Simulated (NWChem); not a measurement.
## Atomisation of C₃H₃F₃

```
C
C 1 1.3477
F 2 1.3247 1 124.62
F 2 1.3310 3 112.13 1 180.00
F 1 1.3530 2 117.90 3 0.00
C 1 1.4875 2 126.15 3 180.00
H 6 1.1052 1 110.92 2 0.00
H 6 1.1108 7 108.61 1 -121.82
H 6 1.1108 7 108.61 8 -116.36
```
Charge 0, spin multiplicity 1.

The numbers come from NWChem runs, not from measurements. All single points use one geometry, from PBE/def2-SVP, a minimum by its harmonic frequencies.

Basis set: def2-SVP. The atomisation energy is electronic alone: no zero-point, thermal, spin-orbit or counterpoise terms. No value is extrapolated to the basis-set limit. Free atoms are single determinants with multiplicities C 3, F 2, H 2.

B3LYP has NWChem's definition, with VWN1-RPA local correlation. The structure started from a generated list of species. The stability of the SCF solutions was not checked. Open-shell Hartree-Fock references start from PBE0 orbitals.

### Question
One of these methods gave an atomisation energy of 629.1 kcal/mol. Which?
(A) B3LYP
(B) LDA (SVWN5)
(C) HF
(D) BHandHLYP

### Answer
C, HF. The others give 1079.1 (LDA (SVWN5)), 850.2 (BHandHLYP), 894.7 (B3LYP).
